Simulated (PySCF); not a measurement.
tetraarsenic (As4), SMILES [As]12[As]3[As]2[As]31. Heavy atoms are numbered as in [As:1]12[As:2]3[As:3]1[As:4]23.

Geometry optimised at B3LYP-D3(BJ)/def2-SVP.

The numbers are results of KT2/pcSseg-1 run with PySCF, not measurements.

GIAO shieldings, no solvent; atoms alike by connectivity are averaged. δ = σ(ref) − σ: ⁷⁵As against AsH3 (σ = 1919.7 ppm), references at their B3LYP-D3(BJ)/def2-TZVP geometries, non-relativistic.

Computed chemical shifts:
```json
[
 {"nucleus": "⁷⁵As", "atoms": "As1", "count": "4", "δ (ppm)": "-431.3"}
]
```
